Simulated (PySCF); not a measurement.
**Correlation energy of C⁺ (carbon, charge +1)**

[He] 2s1 2p1 3d1, one real determinant (an excited configuration). All numbers are calculated (PySCF 2.14, the spin-free X2C one-electron Hamiltonian (Gaussian nucleus), in aug-cc-pCVTZ-DK). Frozen: nothing; 5 electrons correlated.

| level | correlation energy (mhartree) |
| --- | --- |
| CCSD | -60.39 |
| (T) | -0.73 |
| CCSD(T) | -61.12 |

Diagnostics: T1 = 0.0063, D1 = 0.0190, largest double amplitude 0.140.

Question: Is a single reference adequate?

Answer: Mostly. T1 lies below 0.03, but a double amplitude of this size points to a near-degeneracy that CCSD handles and MP2 describes poorly.

The reference is one real determinant that mixes LS terms of this configuration.
